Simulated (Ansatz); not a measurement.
Species: C₂H₄N, charge 0, doublet. C2H4N (SMILES [CH2]N=C, doublet).
B3LYP-D3(BJ)/def2-TZVP minimum from Ansatz (a program for electronic structure):
```
N
C 1 1.3156
C 1 1.3156 2 119.76
H 2 1.0827 1 118.95 3 -180.00
H 3 1.0827 1 118.95 2 -180.00
H 3 1.0937 5 118.71 1 -180.00
H 2 1.0937 4 118.71 1 -180.00
```
Charge 0, spin multiplicity 2.

Total energies in aug-cc-pVDZ, 17 correlated electrons, 3 frozen orbitals. Radicals and triplets start from unrestricted determinants; spin-orbit coupling is neglected. Correlated methods leave the cores frozen. No relativity. The UHF reference of C2H4N ([CH2]N=C, doublet) is spin-contaminated (<S^2> up to 0.21 over the pure value in the sets run).

```json
[
 {"method": "HF", "program": "Ansatz", "energy (Eh)": "-132.47599", "minus CCSDT(Q) (mEh)": "473.89"},
 {"method": "MP2", "program": "Ansatz", "energy (Eh)": "-132.88480", "minus CCSDT(Q) (mEh)": "65.08"},
 {"method": "CCSD", "program": "Ansatz", "energy (Eh)": "-132.93044", "minus CCSDT(Q) (mEh)": "19.43"},
 {"method": "CCSD(T)", "program": "Ansatz", "energy (Eh)": "-132.94723", "minus CCSDT(Q) (mEh)": "2.64"},
 {"method": "CCSDT(Q)", "program": "Ansatz", "energy (Eh)": "-132.94987", "minus CCSDT(Q) (mEh)": "0.00"}
]
```

Rough core times of Ansatz's runs on a shared machine: CCSD(T) under 20 s, CCSDT(Q) 40 min.
